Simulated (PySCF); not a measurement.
Method: PySCF energies plus ideal-gas RRHO corrections (1 bar). The comparison is the NASA 1993 polynomial table, which mixes measured and estimated data. Open shells (unrestricted): BaBr (multiplicity 2). Ba: scalar-relativistic def2 core potential, no spin-orbit coupling. Br: all electrons, no relativistic terms. The harmonic model lacks anharmonicity and excited electronic states, which grow with temperature; levels with a mode under 35 cm⁻¹ are left out. The table's entry may be an old estimate for BaBr (not checked at source).

Harmonic frequencies at PBE/def2-SVP (cm⁻¹): 191. Point group C∞v; S°(298 K) = 270.5 J/mol/K at this level.

Problem. Work out Cp and S° of gaseous BaBr at 500, 800, 1200, 1600, 2000 K from these, and set them beside the table.

Solution. 
| T (K) | Cp PBE/def2-SVP | Cp table | S° PBE/def2-SVP | S° table |
|---|---|---|---|---|
| 500 | 37.2 | 37.5 | 289.7 | 289.7 |
| 800 | 37.3 | 37.8 | 307.2 | 307.3 |
| 1200 | 37.4 | 38.0 | 322.3 | 322.7 |
| 1600 | 37.4 | 38.2 | 333.1 | 333.7 |
| 2000 | 37.4 | 38.6 | 341.4 | 342.2 |
Units J/mol/K.
